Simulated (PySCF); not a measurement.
Magnetic susceptibility: SMILES O=CN1CC(F)C1, C₄H₆FNO

Geometry:
| atom | x (Å) | y (Å) | z (Å) |
| --- | --- | --- | --- |
| O1 | 2.618 | 0.692 | -0.873 |
| C2 | 1.885 | -0.218 | -0.579 |
| N3 | 0.615 | -0.083 | -0.183 |
| C4 | -0.220 | 1.096 | -0.011 |
| C5 | -1.337 | 0.177 | 0.505 |
| F6 | -2.477 | 0.204 | -0.247 |
| C7 | -0.419 | -1.021 | 0.212 |
| H8 | 2.189 | -1.283 | -0.598 |
| H9 | 0.180 | 1.822 | 0.698 |
| H10 | -0.461 | 1.595 | -0.953 |
| H11 | -1.638 | 0.313 | 1.545 |
| H12 | -0.779 | -1.650 | -0.606 |
| H13 | -0.160 | -1.642 | 1.072 |

The calculation used GIAO B3LYP/pcSseg-1 magnetisability, rotational g tensor and spin-rotation constants, non-relativistic, gas phase in PySCF. Geometry: GFN2-xTB.

Task: What are the magnetisability and the molar susceptibility?

Result: Isotropic -843 × 10⁻³⁰ J/T², or -50.7 × 10⁻⁶ cm³/mol; principal values -907, -836, -784 × 10⁻³⁰ J/T², anisotropy 107 × 10⁻³⁰ J/T² (root of half the summed squared differences of the principal values). The susceptibility is in cgs units.

Task: Split it along the inertial axes a, b, c into diamagnetic and paramagnetic parts about the centre of mass, with the quadrupole moment.

Result: 
```csv
axis,χ (10⁻⁶ cm³/mol),diamagnetic (10⁻⁶ cm³/mol),paramagnetic (10⁻⁶ cm³/mol),summed x² of all electrons (Å²),quadrupole Θ (D Å)
a,-52.9,-238.2,185.3,171.3,-17.09
b,-47.7,-800.9,753.2,38.6,+9.47
c,-51.6,-890.5,838.9,17.5,+7.62
```
Anisotropies 2χaa − χbb − χcc = -6.6 and 2χbb − χaa − χcc = +9.1 × 10⁻⁶ cm³/mol. Θ is traceless in Buckingham's convention.

Task: And the rotational g tensor?

Result: 
```
axis  rotational constant (GHz)        g  nuclear part  electronic part
   a                     8.1494  -0.0568        0.6526          -0.7094
   b                     1.5320  -0.0257        0.5164          -0.5421
   c                     1.3865  -0.0200        0.5264          -0.5464
```
Asymmetric top; isotopes 12C, 19F, 1H, 14N, 16O; no vibrational averaging.
